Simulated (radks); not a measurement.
Radial electron density D(r) = 4 pi r^2 rho(r) of an atom or ion with 50 electrons. Method: Dirac Kohn-Sham, PBEsol, spin-unpolarised, spherical densities, point nucleus; computed with a radial shooting solver on a logarithmic mesh with Libxc functionals.

```
   r/bohr * D(r) (the largest magnitude, 82, reaches the edge; | marks zero)
 0.004184 |           *
  0.00558 |                *
 0.007442 |                        *
 0.009926 |                                *
  0.01324 |                                       *
   0.0178 |                                           *
  0.02374 |                                           *
  0.03166 |                                       *
  0.04223 |                                      *
  0.05633 |                                            *
  0.07513 |                                                      *
    0.101 |                                                      *
   0.1347 |                                           *
   0.1797 |                                       *
   0.2397 |                                              *
   0.3196 |                                       *
   0.4263 |                    *
   0.5686 |              *
   0.7645 |                *
     1.02 |           *
     1.36 |     *
    1.814 |  *
    2.419 |*
    3.227 |*
    4.338 *
    5.786 *
    7.717 *
```

What is the nuclear charge?

Answer. Z = 51. The innermost maximum, from 1s, lies near gamma/Z bohr with gamma = sqrt(1 - (Z/c)^2) = 0.928, here 0.0182 bohr (found: 0.0201), and its height grows with Z. The density is that of the antimony ion Sb+ in [Kr] 4d10 5s2 5p2; the configuration itself is not fixed sharply by these data, and Z only to a few units. D(r) has 4 maxima, at r = 0.0201, 0.0882, 0.255, 0.746 bohr, and minima at 0.0393, 0.169, 0.551 bohr, inside which lie 2.03, 11.21, 29.03 electrons.
